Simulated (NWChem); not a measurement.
# boric acid (H3BO3); SMILES OB(O)O

```xyz
7

O     -1.0724     0.8724     0.0000
B     -0.0342    -0.0038     0.0000
O      1.2444     0.5000     0.0000
O     -0.3495    -1.3323     0.0000
H     -0.7566     1.7804     0.0000
H      1.9455    -0.1551     0.0000
H      0.4027    -1.9267     0.0000
```
Atoms are numbered in this order, from 1.

Geometry: optimised at PBE0/def2-SVP.

Symmetry labels are those of Cs in the frame above (b1 and b2, or b-type labels, depend on it).

### Question
List the 4 lowest vertical singlet excitations from LDA (Slater exchange, VWN5)/6-31+G* (spherical d), full TDDFT (NWChem).

### Answer
```
state  energy (eV)  oscillator strength  symmetry  leading excitation (squared amplitude)
-----  -----------  -------------------  --------  --------------------------------------
S1            6.38                0.002        a"                      HOMO → LUMO (1.00)
S2            6.73                0.000        a"                    HOMO−1 → LUMO (1.00)
S3            7.23                0.027        a'                    HOMO−2 → LUMO (0.99)
S4            7.62                0.033        a'                    HOMO−3 → LUMO (0.99)
```
